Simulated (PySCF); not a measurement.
# Molecular orbitals of LiTe

PBE0 at R = 2.490 Å; Li def2-SVPD, Te def2-SVPD with ECP28; scalar-relativistic core potentials (PySCF 2.14). State: ²Π (doublet), unpaired electrons π ↑. Only the outer orbitals are listed, counted within each symmetry, core potentials removing the inner ones.

| spin | orbital | occ. | ε (eV) | on Li (%) | main shells (%) |
| --- | --- | --- | --- | --- | --- |
| α | 5σ | 1 | -15.53 | 0 | 99 Te s |
| α | 3π | 1 | -6.37 | 2 | 98 Te p |
| α | 6σ | 1 | -6.18 | 8 | 90 Te p |
| α | 3π | 1 | -5.37 | 3 | 96 Te p |
| α | 7σ | 0 | -1.53 | 102 | 80 Li s, 22 Li p |
| α | 4π | 0 | -0.16 | 106 | 106 Li p |
| α | 4π | 0 | -0.05 | 108 | 108 Li p |
| β | 5σ | 1 | -14.57 | 0 | 99 Te s |
| β | 6σ | 1 | -5.86 | 12 | 87 Te p |
| β | 3π | 1 | -5.04 | 4 | 95 Te p |
| β | 3π | 0 | -3.11 | 7 | 93 Te p |
| β | 7σ | 0 | -1.51 | 101 | 77 Li s, 24 Li p |
| β | 4π | 0 | -0.05 | 108 | 108 Li p |

Task: Which are the highest filled and the lowest empty level, where do they sit, and how wide is the gap?

Result: Highest filled β 3π at -5.04 eV (in %: 95 Te p); lowest empty β 3π at -3.11 eV (in %: 93 Te p); the gap at PBE0 is 1.93 eV. Both belong to one degenerate shell, split only by its one-sided filling, so this is no excitation gap.

The bond order (Mayer) is 0.54 and the ⟨S²⟩ is 0.753. The charge on Li (Mulliken, basis-dependent) is 0.71 and the charge on Li (Löwdin, basis-dependent) is 0.38. The dipole moment (positive dipole means Li(−)Te(+)) is -7.05 D and the polarisability along the bond is 78.8 bohr³. The polarisability across the bond is 63.2 bohr³.

Shares are Mulliken populations and can fall outside 0 to 100 %.

Spin–orbit coupling is left out. The state is the lowest determinant that a PBE0 search found; another state may lie lower at other levels.
